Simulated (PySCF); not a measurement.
## Fe(3+) (iron, charge +3) across methods

[Ar] 3d5, high-spin 6S determinant. Computed with PySCF 2.14 in dyall-av2z, with no relativity, point nucleus.

| method | E (hartree) | mean ε 3p α (eV) | mean ε 3p β (eV) | mean ε 3d α (eV) | Σ⟨r²⟩ (bohr²) | ⟨S²⟩ |
| --- | --- | --- | --- | --- | --- | --- |
| r2SCAN0 | -1261.621 | -105.62 | -96.219 | -48.810 | 13.00 | 8.751 |
| r2SCAN | -1261.622 | -101.06 | -93.315 | -45.979 | 13.05 | 8.751 |
| LDA | -1259.120 | -98.412 | -92.757 | -45.628 | 13.17 | 8.750 |
| PBE0 | -1261.428 | -103.86 | -95.765 | -48.383 | 13.07 | 8.751 |
| UHF | -1260.60010 | -118.85 | -103.47 | -56.425 | 12.92 | 8.751 |
| M06 | -1261.604 | -104.08 | -96.042 | -48.280 | 13.03 | 8.751 |
| revPBE | -1261.518 | -98.525 | -92.566 | -45.356 | 13.15 | 8.750 |
| PBEsol | -1260.204 | -98.394 | -92.510 | -45.410 | 13.15 | 8.750 |
| PBE | -1261.365 | -98.554 | -92.623 | -45.426 | 13.16 | 8.750 |
